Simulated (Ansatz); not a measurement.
`[OH][GeH]([F])[SH]` → `OF` + `[SH][GeH]` at 298.15 K and 1 bar (germylene formation by 1,1-elimination).

Gas-phase electronic energies from Ansatz, PBE0-D4/def2-TZVP geometries. CCSD(T)/CBS is the MP2 limit (def2-TZVPP, def2-QZVPP) plus CCSD(T) − MP2 in def2-TZVPP, frozen cores. This one scheme is used for every species. For Ge outer-core shells are correlated without core-valence functions, which leaves a few kJ/mol of doubt a bond. Scalar relativity is left out up to krypton. One conformer a species, not always the lowest.

```tsv
species	CCSD(T)/CBS energy (Eh)	H − E (kJ/mol)	S (J/(mol·K))
`[OH][GeH]([F])[SH]`	-2650.74902	108.2	336.3
`OF`	-175.42775	47.4	226.1
`[SH][GeH]`	-2475.08182	53.3	270.6
```

H − E and S are ideal-gas, rigid-rotor, harmonic terms from PBE0-D4/def2-TZVP, for one conformer and one mirror image of each species. 1 Eh = 2625.50 kJ/mol, R = 8.31446 J/(mol·K).

**Question.** By hand: ΔE, ΔH, ΔS and ΔG.

**Answer.** ΔE = (-175.42775) + (-2475.08182) − (-2650.74902) = 0.23945 Eh = 628.7 kJ/mol. Δ(H − E) = 47.4 + 53.3 − 108.2 = -7.5, so ΔH = 621.2 kJ/mol. ΔS = 226.1 + 270.6 − 336.3 = 160.4 J/(mol·K). ΔG = 621.2 − 298.15 × (160.4)/1000 = 573.4 kJ/mol.

**Question.** By hand: the equilibrium constant, and the temperature at which ΔG would vanish if ΔH and ΔS stayed fixed.

**Answer.** log₁₀ K = −ΔG/(RT ln 10) = -100.5. ΔG = 0 at ΔH/ΔS = 3873 K, far beyond where these terms or the molecules hold.

The number of gas molecules changes by +1, which sets the sign of ΔS. A doubt of 5 kJ/mol in ΔE shifts log₁₀ K by 0.9 here. Other conformers and mirror images would add mixing entropy, several J/(mol·K) or more a flexible species. These are equilibria of isolated gas molecules and say nothing of rates. Largest T1 diagnostic: 0.015 (customary marks: 0.02 for closed shells, 0.045 for open ones).
